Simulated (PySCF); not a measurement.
C3H8O2Si, SMILES C(O)[SiH2]C(=O)C (GFN2-xTB optimised geometry):

```
14

C      1.496     1.742    -1.496
C      1.630     0.248    -1.567
O      2.020    -0.326    -2.559
Si     1.096    -0.744     0.000
C     -0.820    -0.744     0.000
O     -1.213     0.621     0.000
H      0.482     1.981    -1.182
H      1.722     2.208    -2.453
H      2.173     2.119    -0.732
H      1.585    -2.119    -0.090
H      1.557    -0.040     1.198
H     -1.228    -1.259    -0.879
H     -1.212    -1.254     0.888
H     -2.173     0.679     0.031
```

Computed with B3LYP/def2-TZVP run with PySCF.

Question: What are the frontier orbital energies and the dipole moment?

Answer: HOMO-2 -8.60 eV, HOMO-1 -8.10 eV, HOMO -6.39 eV, LUMO -1.22 eV, LUMO+1 0.21 eV; dipole moment 3.29 D.

Meta-Löwdin charges at B3LYP/def2-TZVP: C1 -0.38, C2 0.20, O3 -0.40, Si4 0.60, C5 -0.21, O6 -0.55, H7 0.15, H8 0.12, H9 0.13, H10 -0.09, H11 -0.10, H12 0.10, H13 0.10, H14 0.34.
